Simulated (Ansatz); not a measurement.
**Nudged elastic band run: Si$_{16}$Ge**

Input file:

```yaml
crystal:
  lattice:
    - [0.0, 5.43, 5.43]
    - [5.43, 0.0, 5.43]
    - [5.43, 5.43, 0.0]
  atoms:
    - { symbol: Si, position: [0.00027006, -0.00179058, 0.00068604] }
    - { symbol: Si, position: [0.12003271, 0.12981481, 0.12056937] }
    - { symbol: Si, position: [-0.01235629, 0.00428204, 0.50400813] }
    - { symbol: Si, position: [0.11996793, 0.12983953, 0.62947114] }
    - { symbol: Si, position: [0.00022033, 0.50106911, 0.00065694] }
    - { symbol: Si, position: [0.12472303, 0.62522889, 0.12498028] }
    - { symbol: Si, position: [0.00017488, 0.5010606, 0.49797059] }
    - { symbol: Si, position: [0.11991343, 0.62102051, 0.62946594] }
    - { symbol: Si, position: [0.50345952, 0.00433465, -0.01168972] }
    - { symbol: Si, position: [0.62908736, 0.12982951, 0.12042958] }
    - { symbol: Si, position: [0.50329272, 0.004442, 0.50366392] }
    - { symbol: Si, position: [0.62419689, 0.12570183, 0.62489684] }
    - { symbol: Si, position: [0.49772247, 0.50102934, 0.00052848] }
    - { symbol: Si, position: [0.62900253, 0.62104934, 0.12045715] }
    - { symbol: Si, position: [0.50314122, 0.48907638, 0.50372212] }
    - { symbol: Si, position: [0.62891607, 0.62109526, 0.62926264] }
    - { symbol: Ge, position: [0.37419603, 0.87570387, 0.37489695] }
basis:
  ecutwfc: 420.0
kpoints:
  mp_grid: { grid: [2, 2, 2] }
hamiltonian:
  xc: pbe
  pseudopotentials: { kind: paw, azcp: { folder: soft_1 } }
scf:
  occupations: { method: fermi_dirac, width: 0.02 }
  lower_state_search: "off"
neb:
  images: 5
  f_tol: 0.03
  initial_path: idpp
  max_iterations: 48
  spring: 10.0
  final_atoms:
    - { symbol: Si, position: [-0.00061805, 0.0013435, -0.00017501] }
    - { symbol: Si, position: [0.12062254, 0.12214541, 0.12116285] }
    - { symbol: Si, position: [-0.00471972, -0.00376194, 0.50438118] }
    - { symbol: Si, position: [0.12079174, 0.1219138, 0.63642518] }
    - { symbol: Si, position: [-0.00483589, 0.50542847, -0.00465555] }
    - { symbol: Si, position: [0.1207034, 0.63786871, 0.12071558] }
    - { symbol: Si, position: [-0.00478609, 0.5053422, 0.50420032] }
    - { symbol: Si, position: [0.1268234, 0.62503985, 0.62414485] }
    - { symbol: Si, position: [0.50395949, -0.00363027, -0.00434077] }
    - { symbol: Si, position: [0.63600464, 0.12217943, 0.12113912] }
    - { symbol: Si, position: [0.5040375, -0.00374558, 0.50436987] }
    - { symbol: Si, position: [0.62406993, 0.12742365, 0.62438651] }
    - { symbol: Si, position: [0.50403374, 0.50544022, -0.00466182] }
    - { symbol: Si, position: [0.62396287, 0.62510133, 0.12694165] }
    - { symbol: Si, position: [0.49980673, 0.50043264, 0.49993168] }
    - { symbol: Si, position: [0.62396213, 0.62504703, 0.624146] }
    - { symbol: Ge, position: [0.24937486, 1.25136074, 0.24982083] }
  order_check: true
```

Command:

```bash
$ ansatz run input.yaml --threads 1 --pin off --max-ram 3072MiB --backend cpu --events-out ev --progress --plain --runs-dir out
```

Output, in part (warnings, iteration lines):

```
NEB end point (image 0): max|allowed force component| = 6.283e-3 eV/Å (the criterion of neb.relax_end_points is 1.000e-2)
NEB end point (image 6): max|allowed force component| = 6.965e-3 eV/Å (the criterion of neb.relax_end_points is 1.000e-2)
NEB iter   1: max|band force component| = 2.783e0 eV/Å  barrier→ = 1.2362 eV  barrier← = 1.2361 eV  Δτ_max = 0.1733 Å  (63 SCF iters)
NEB iter   2: max|band force component| = 9.143e-1 eV/Å  barrier→ = 0.5775 eV  barrier← = 0.5775 eV  Δτ_max = 0.1853 Å  (38 SCF iters)
NEB iter   3: max|band force component| = 2.911e-1 eV/Å  barrier→ = 0.3930 eV  barrier← = 0.3930 eV  CI = image 3  Δτ_max = 0.1970 Å  (38 SCF iters)
NEB iter   4: max|band force component| = 5.396e-1 eV/Å  barrier→ = 0.4522 eV  barrier← = 0.4522 eV  CI = image 2  Δτ_max = 0.0985 Å  (35 SCF iters)
NEB iter   5: max|band force component| = 7.503e-1 eV/Å  barrier→ = 0.4422 eV  barrier← = 0.4421 eV  CI = image 2  Δτ_max = 0.1834 Å  (33 SCF iters)
NEB iter   6: max|band force component| = 8.491e-1 eV/Å  barrier→ = 0.3414 eV  barrier← = 0.3414 eV  CI = image 3  Δτ_max = 0.0969 Å  (33 SCF iters)
NEB iter   7: max|band force component| = 9.764e-2 eV/Å  barrier→ = 0.3413 eV  barrier← = 0.3412 eV  CI = image 3  Δτ_max = 0.0147 Å  (31 SCF iters)
NEB iter   8: max|band force component| = 6.634e-2 eV/Å  barrier→ = 0.3407 eV  barrier← = 0.3407 eV  CI = image 3  Δτ_max = 0.0870 Å  (26 SCF iters)
NEB iter   9: max|band force component| = 2.688e-1 eV/Å  barrier→ = 0.3407 eV  barrier← = 0.3406 eV  CI = image 3  Δτ_max = 0.0426 Å  (29 SCF iters)
NEB iter  10: max|band force component| = 9.693e-2 eV/Å  barrier→ = 0.3406 eV  barrier← = 0.3406 eV  CI = image 3  Δτ_max = 0.0186 Å  (24 SCF iters)
NEB iter  11: max|band force component| = 6.890e-2 eV/Å  barrier→ = 0.3406 eV  barrier← = 0.3406 eV  CI = image 3  Δτ_max = 0.0264 Å  (22 SCF iters)
NEB iter  12: max|band force component| = 4.587e-2 eV/Å  barrier→ = 0.3406 eV  barrier← = 0.3406 eV  CI = image 3  Δτ_max = 0.0426 Å  (25 SCF iters)
NEB iter  13: max|band force component| = 3.832e-2 eV/Å  barrier→ = 0.3399 eV  barrier← = 0.3399 eV  CI = image 3  Δτ_max = 0.0427 Å  (30 SCF iters)
NEB iter  14: max|band force component| = 2.299e-2 eV/Å  barrier→ = 0.3406 eV  barrier← = 0.3406 eV  CI = image 3  Δτ_max = 0.0000 Å  (420 SCF iters)
```

It converged. By the program's own check the climbing image is a first-order saddle point (lowest curvatures found: -0.33 and 0.51 eV/Å²). Limits of this set-up: coarse k mesh.

Final band (atoms are numbered from 1 in the order of the input):

| image | path coordinate (Å) | energy (eV) | Si15–Ge17 (Å) | Si6–Ge17 (Å) |
| --- | --- | --- | --- | --- |
| 0 | 0.00 | 0.00 | 2.42 | 4.70 |
| 1 | 0.47 | 0.08 | 2.46 | 4.31 |
| 2 | 0.94 | 0.29 | 2.55 | 3.88 |
| 3 | 1.42 | 0.34 | 2.82 | 3.39 |
| 4 | 2.07 | 0.33 | 3.52 | 2.74 |
| 5 | 2.73 | 0.14 | 4.16 | 2.48 |
| 6 | 3.38 | 0.00 | 4.70 | 2.42 |

The run took 12 min on 1 thread of Arm Neoverse V2 (shared host), peak memory 0.92 GiB.
